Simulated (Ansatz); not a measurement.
Consider the formal exchange of groups at a Zr–O bond: `[OH][Zr]([OH])([OH])[F]` + `C#CF` → `C#[C][Zr]([OH])([OH])[F]` + `OF`.

Calculated with Ansatz (gas phase, PBE0-D4/def2-TZVP geometries, no zero-point term in ΔE). CBS: MP2 limit from def2 TZ/QZ plus the TZ coupled-cluster correction, frozen cores. This one scheme is used for every species. Functionals use def2-TZVPP. B3LYP here is the variant with VWN-RPA as its local correlation; programs differ in this. HSE06 is defined as in plane-wave codes. def2 core potentials past Kr. For Zr outer-core shells are correlated without core-valence functions, which leaves a few kJ/mol of doubt a bond. Each species was taken in one conformer, which may not be the lowest.

`[OH][Zr]([OH])([OH])[F]`:

```xyz
8

O    -1.493    0.564   -0.905
Zr   -0.071    0.183    0.327
O     0.014   -1.701    0.689
O     1.605    0.804   -0.374
F    -0.425    1.107    1.973
H    -2.190    0.547   -1.554
H     0.229   -2.626    0.745
H     2.331    1.122   -0.902
```

`C#CF`:

```xyz
4

C     0.145    0.503   -0.382
C    -0.122   -0.423    0.321
F    -0.406   -1.409    1.069
H     0.382    1.328   -1.008
```

`C#[C][Zr]([OH])([OH])[F]`:

Cartesian coordinates in Å:
```
C -2.234 -1.038 1.185
C -1.238 -0.677 0.589
Zr 0.565 -0.060 -0.515
O 0.169 1.569 -1.420
O 1.982 0.138 0.743
F 1.020 -1.408 -1.788
H -3.108 -1.357 1.707
H 0.126 2.444 -1.796
H 2.717 0.388 1.295
```

`OF`:

Z-matrix (Å, degrees):
```
O
F 1 1.406
H 1 0.969 2 99.1
```

```csv
level,ΔE (kJ/mol),difference from CCSD(T)/CBS
LDA (SPW92),398.1,21.3
PBE-D4,361.0,-15.8
revPBE-D4,351.0,-25.8
BLYP-D4,354.7,-22.1
r2SCAN-D4,372.6,-4.2
B97M-V,363.8,-13.0
PBE0-D4,377.8,1.0
B3LYP-D4,372.1,-4.7
r2SCANh-D4,378.6,1.8
r2SCAN0-D4,387.7,10.9
HSE06-D4,377.0,0.2
BHLYP-D4,390.7,13.9
CAM-B3LYP-D4,387.3,10.5
ωB97X-V,376.8,0.0
ωB97M-V,376.4,-0.4
PBE,362.5,-14.3
revPBE,352.0,-24.8
BLYP,357.1,-19.7
r2SCAN,373.2,-3.6
PBE0,379.3,2.5
B3LYP,374.4,-2.4
r2SCANh,379.2,2.4
r2SCAN0,388.4,11.6
HSE06,378.5,1.7
BHLYP,393.7,16.9
CAM-B3LYP,388.9,12.1
LC-ωPBE,395.5,18.7
RPA@PBE/def2-TZVPP,335.1,-41.7
HF/def2-SVP,416.3,39.5
MP2/def2-SVP,400.9,24.1
CCSD/def2-SVP,387.0,10.2
HF/def2-TZVPP,402.8,26.0
MP2/def2-TZVPP,387.9,11.1
SCS-MP2/def2-TZVPP,376.4,-0.4
CCSD/def2-TZVPP,375.1,-1.7
CCSD(T)/def2-TZVPP,366.1,-10.7
HF/def2-QZVPP,405.7,28.9
MP2/def2-QZVPP,395.1,18.3
SCS-MP2/def2-QZVPP,383.9,7.1
MP2/CBS(def2),398.6,21.8
CCSD(T)/CBS,376.8,0
```

(1) What do rigid-rotor, harmonic-oscillator terms from PBE0-D4/def2-TZVP frequencies (298.15 K, 1 bar) make of the CCSD(T)/CBS value? (Best estimate.)

Largest T1 diagnostic among the species: 0.017.

## Answers

(1) Computed: ΔZPE = -0.3 kJ/mol, ΔH = +376.4 kJ/mol, ΔS = 17 J/(mol·K), ΔG = +371.2 kJ/mol.

Leaving LDA and LC-ωPBE aside and taking each functional with its dispersion term where it has one, the values, not all of them listed here, spread over 40.5 kJ/mol, from revPBE-D4 to PBE-QIDH. LDA lies +35.6 kJ/mol from PBE without D4. From r2SCAN to r2SCAN0 (25 % exact exchange), in def2-TZVPP and without D4, ΔE moves by +15.3 kJ/mol. In def2-TZVPP, CCSD(T) changes the Hartree–Fock value by −36.7 kJ/mol (the triples alone add −9.1 kJ/mol) and MP2 by −14.9 kJ/mol.
